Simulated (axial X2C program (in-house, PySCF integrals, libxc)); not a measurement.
SrCl⁺: cheaper levels and CCSD(T), with spin–orbit coupling

Computed with an axial X2C code built on PySCF integrals. Two-component (2c) means X2C with spin–orbit coupling and atomic mean-field two-electron Coulomb and Gaunt terms. Basis: Sr dyall-cv3z [13s12p8d5f1g], Cl dyall-av3z [9s8p3d2f] (cores contracted in-house); Gaussian nuclei, density fitting, unrestricted open shells. Masses: Sr 87.906 u, Cl 34.969 u.

State: Ω = 0 (closed shell); fragments Sr+ + Cl.

```csv
level,Re (Å),ωe (cm⁻¹),De (eV)
PBE0,2.455,370.8,4.40
HF,2.516,356.1,n/a
MP2,2.524,349.5,4.38
CCSD,2.523,350.3,4.18
B97-3,2.469,363.8,4.49
```

Correlated methods: 8 electrons correlated (number of frozen shells: Sr 4 s, 3 p, 1 d; Cl 2 s, 1 p), 262 virtual spin orbitals or spinors in MP2, 88 natural virtuals in coupled cluster.

CCSD(T), same Hamiltonian and basis:

Re = 2.526 Å, ωe = 348.4 cm⁻¹, De = 4.26 eV; T1 = 0.006 (Lee–Taylor normalisation).

(1) Give the differences from CCSD(T) in the columns below.

Occupations by symmetry block were frozen at the best pattern of an incomplete PBE0 search. The closed shell is kept restricted, so the energy runs too high when the bond is stretched far. Dissociation energies refer to the lowest single-determinant-based atoms at the same level and basis. De is not given where an atomic determinant may have missed its ground term or J level, or where the truncated virtual space spoils (T). CCSD and (T) use frozen natural virtuals with an MP2 correction for the truncation; (T) itself is uncorrected, so its De runs slightly low. The 2c atoms are single determinants rather than J levels; their spin–orbit lowering is only partly caught, and De is too large by that part. This holds for PBE0. The functionals have no current-density term, which raises determinants with orbital currents, atoms included. The outer-core s and p shells of the metal are frozen in the correlated rows, which leaves out core–valence correlation; for alkali and alkaline-earth bonds that tends to lengthen them. With the outer-core shells frozen, correlated bond lengths of heavy atoms tend to come out a few hundredths of an ångström too long.

## Answers

(1) 

| level | ΔRe (Å) | Δωe (cm⁻¹) | ΔDe (eV) |
| --- | --- | --- | --- |
| PBE0 | -0.071 | 22 | 0.14 |
| HF | -0.010 | 8 | n/a |
| MP2 | -0.002 | 1 | 0.12 |
| CCSD | -0.003 | 2 | -0.08 |
| B97-3 | -0.057 | 15 | 0.23 |
